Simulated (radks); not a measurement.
Spherical quantum dot in the effective-mass picture: electrons in a parabolic well V = omega^2 r^2 / 2 with omega = 1.15, with a point charge +2 (a donor) at the centre, all in effective atomic units (hartree* = m*/eps^2 hartree, bohr* = eps/m* bohr), one dielectric constant everywhere. Method: non-relativistic Kohn-Sham, exchange-only LDA, spin-polarised, spherical densities; computed with a radial shooting solver with Libxc functionals. Levels are named by radial order and angular momentum (1s, 1p, 1d, 2s, ...), and open shells are averaged over m. Results are scaled to m* = 0.309 and eps = 9.7, for which hartree* = 89.36 meV and bohr* = 1.661 nm.

N = 15, configuration 1s2 1p6 1d(up 5, down 0) 2s2. This is the lowest configuration that the search found. Occupied and some empty levels:

level,occupation,eigenvalue (meV),<r> (nm)
1s up,1,692.34,1.535
1s down,1,696.62,1.480
1p up,3,800.47,2.829
1p down,3,811.68,2.800
2s up,1,829.44,2.897
2s down,1,839.49,2.926
1d up,5,870.26,3.352
1d down,0,882.70,3.353
1f up,0,942.19,3.732
2p up,0,947.43,3.294
1f down,0,954.50,3.749
2p down,0,955.81,3.310
1g up,0,1017.9,4.051
1g down,0,1029.6,4.076

Energy (meV): total 7189.10, kinetic 1731.1, external 812.25, Hartree 5261.9, exchange-correlation -616.10.
